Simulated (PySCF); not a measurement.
**Worked example: entropy of an ideal gas**

SiCl3I, SMILES Cl[Si](I)(Cl)Cl.

Coordinates come from a PBE0-D3(BJ)/def2-SVP optimisation. The def2 effective core potentials stand for the cores of I; spin–orbit coupling is left out.

PBE0-D3(BJ)/def2-SVP (PySCF) gives the harmonic wavenumbers 117, 117, 164, 192, 192, 335, 536, 626, 626 cm⁻¹ and the rotational temperatures 0.0621, 0.0310, 0.0310 K. The molar mass is 261.34 g/mol, the symmetry number 3, the spin multiplicity 1.

Q: Work out the entropy at 298.15 K and 1 atm in the rigid-rotor, harmonic-oscillator model.

A: 
Translation (Sackur–Tetrode at 1 atm): S = R[1.5 ln M + 2.5 ln T − 1.16487] = 178.2 J/(mol K).
Rotation: q = (√π/σ) T^1.5/√(θA θB θC) = 394000, S = R[ln q + 3/2] = 119.6 J/(mol K).
Vibration: with u = 1.4388 ν/T, each mode gives R[u/(e^u − 1) − ln(1 − e^−u)]:
```json
[
 {"ν (cm⁻¹)": "117", "modes": "2", "u": "0.56", "S (J/(mol K))": "26.35"},
 {"ν (cm⁻¹)": "164", "modes": "1", "u": "0.79", "S (J/(mol K))": "10.47"},
 {"ν (cm⁻¹)": "192", "modes": "2", "u": "0.93", "S (J/(mol K))": "18.48"},
 {"ν (cm⁻¹)": "335", "modes": "1", "u": "1.62", "S (J/(mol K))": "5.17"},
 {"ν (cm⁻¹)": "536", "modes": "1", "u": "2.59", "S (J/(mol K))": "2.40"},
 {"ν (cm⁻¹)": "626", "modes": "2", "u": "3.02", "S (J/(mol K))": "3.41"}
]
```
These are all the modes. Sum 66.3 J/(mol K).
Spin: R ln 1 = 0.0 J/(mol K).
Total 364.0 J/(mol K); the program's own thermochemistry gives 364.0. Translation makes up 49 % and vibration 18 %. Anharmonicity, hindered rotation and orbital degeneracy are left out.
